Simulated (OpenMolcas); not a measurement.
An atom or ion with 24 electrons was computed by MS-CASPT2, IPEA 0.25 Eh, imaginary shift 0.1 Eh with spin-orbit coupling (OpenMolcas, ANO-RCC-VTZP, DKH2). The lowest levels that the run gave, each within 12 % of the measured value where one is at hand:

```csv
J,Parity,E (cm-1),g
4,even,0.0,1.500
3,even,1148,1.501
2,even,1916,1.501
1,even,2400,1.501
0,even,2640,
2,even,29710,1.499
6,even,31350,1.166
5,even,31830,1.041
4,even,32030,0.872
1,even,33060,1.498
4,even,33440,1.173
3,even,33940,1.068
```

Q: Which ion is it, and what are the configurations and terms?

A: Cu5+ (Z = 29, charge +5; active space 6 electrons in 5 orbitals (3d)). J, parity and g give the terms where levels are pure, and mixed ones are named by the computed weights; the size of the splittings, set against known spectra of the 24-electron sequence, gives the charge. In order, with the measured energies in cm-1 (Sugar and Musgrove, J. Phys. Chem. Ref. Data 19, 527 (1990)): 3d6 5D4, 3d6 5D3 (1196), 3d6 5D2 (1987), 3d6 5D1 (2490), 3d6 5D0 (2733), 3d6 3P2(1) (29285), 3d6 3H6 (30418), 3d6 3H5 (31009), 3d6 3H4 (31288), 3d6 3P1(1) (32685), 3d6 3F4(1) (32756), 3d6 3F3(1) (33296).

CASPT2 breaks the degeneracy within a term, and the mean is taken; among the terms shown or strongly mixed into the levels shown the widest spread is 250 cm-1 (3d6 3H). Terms from blocks run as CI alone lack orbitals of their own. Computed and measured levels are paired by configuration, term and J; levels that our copy of the source lacks, or whose pairing is in doubt (as where it misses far off the trend of its configuration), stay unpaired and out of the deviations. Levels of configurations outside the active space are missing.

A number in round brackets counts repeated terms of one configuration in the order of the reference energies.
